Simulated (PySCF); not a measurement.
PySCF input file for B(OEt)3 cation (C6H15BO3), SMILES CCOB(OCC)OCC (connectivity only; charge and spin as stated), charge +1, multiplicity 2, IEF-PCM-ωB97X/def2-SVP. Coordinates come from a PBE0-D3(BJ)/def2-SVP optimisation. The multiplicity is an assumed one; other spin states were not compared. The isomer is the one that the SMILES or the coordinates give; other isomers of the formula were not compared. The values are those of a single conformer.

```python
import numpy as np
from pyscf import gto, scf, dft
from pyscf.solvent import pcm

mol = gto.M(
    atom='''
    B    -0.01316559   -0.30871005   -0.13650371
    O    -1.23750370   -0.11110400    0.50867580
    C    -2.42475803   -0.07335845   -0.20402330
    C    -3.54575199    0.56266757    0.55138045
    H    -2.22668014    0.36080722   -1.21343240
    H    -2.65551350   -1.13519472   -0.49446670
    H    -3.32368142    1.62194338    0.75848967
    H    -4.46889343    0.51196199   -0.04154268
    H    -3.72073515    0.05782082    1.51387463
    O     0.02962036   -0.54340288   -1.43521616
    C     1.24016827   -0.69515359   -2.20069323
    C     1.76364487    0.64263060   -2.65621018
    H     1.98194968   -1.23493020   -1.59174094
    H     0.96857219   -1.33263932   -3.05249090
    H     2.06006584    1.27272682   -1.80395661
    H     2.65155690    0.49535802   -3.28822764
    H     1.01064278    1.17997484   -3.25071077
    O     1.08340034   -0.17092262    0.68002646
    C     1.09962645   -0.31419220    2.07025817
    C     1.97151062    0.72353508    2.72443895
    H     0.06576432   -0.36090502    2.46094449
    H     1.52798019   -1.32941941    2.25844311
    H     1.53975020    1.72602965    2.57774704
    H     2.03456083    0.51721386    3.80184839
    H     2.98971129    0.71946444    2.30894567
    ''',
    basis='def2-SVP',
    charge=1,
    spin=1,
    max_memory=1600,
    verbose=3,
)
mf = dft.UKS(mol, xc='wb97x').density_fit(auxbasis='def2-universal-jkfit')
mf.grids.level = 3
mf.conv_tol = 1e-9
mf.max_cycle = 100
mf.kernel()
fine, coarse = mf.grids, dft.Grids(mol).set(level=1).build(with_non0tab=True)
for _ in range(3):  # follow internal instabilities
    mf.grids = coarse
    mo, _, stable, _ = mf.stability(return_status=True, nroots=4)
    mf.grids = fine
    if stable:
        break
    mf.kernel(mf.make_rdm1(mo, mf.mo_occ))
res = {}
for name, eps in {'water': 78.355, 'chloroform': 4.7113, 'dichloromethane': 8.93}.items():
    s = mf.PCM()
    s.with_solvent.method, s.with_solvent.eps, s.with_solvent.lebedev_order = 'IEF-PCM', eps, 17
    s.kernel(mf.make_rdm1())
    res[name] = (s.e_tot, eps, s.dip_moment(), s.mo_energy, s.converged)
    print(f'{name}: electrostatic solvation free energy {(s.e_tot - mf.e_tot) * 627.509474:.3f} kcal/mol')
```

Log of the run:

```

WARN: HOMO -0.336446449324603 >= LUMO -0.336446449324603

converged SCF energy = -487.49557413823  <S^2> = 0.76258487  2S+1 = 2.0125455
<class 'pyscf.df.df_jk.DFUKS'> wavefunction is stable in the internal stability analysis

WARN: PCM is an experimental feature. It is still in testing.
Features and APIs may be changed in the future.

converged SCF energy = -487.572666973628  <S^2> = 0.75710738  2S+1 = 2.0070948

WARN: System has nonzero charge 1; the dipole moment is origin-dependent.
Location of origin: [0. 0. 0.]

Dipole moment(X, Y, Z, Debye): -5.54368, -1.21390, -0.16923
water: electrostatic solvation free energy -48.376 kcal/mol

WARN: PCM is an experimental feature. It is still in testing.
Features and APIs may be changed in the future.

converged SCF energy = -487.556111521761  <S^2> = 0.75918761  2S+1 = 2.0091666

WARN: System has nonzero charge 1; the dipole moment is origin-dependent.
Location of origin: [0. 0. 0.]

Dipole moment(X, Y, Z, Debye): -4.33998, -1.11853,  0.34612
chloroform: electrostatic solvation free energy -37.988 kcal/mol

WARN: PCM is an experimental feature. It is still in testing.
Features and APIs may be changed in the future.

converged SCF energy = -487.564319329768  <S^2> = 0.75808631  2S+1 = 2.00807

WARN: System has nonzero charge 1; the dipole moment is origin-dependent.
Location of origin: [0. 0. 0.]

Dipole moment(X, Y, Z, Debye): -4.95136, -1.16214,  0.08005
dichloromethane: electrostatic solvation free energy -43.138 kcal/mol
```

The run converged.
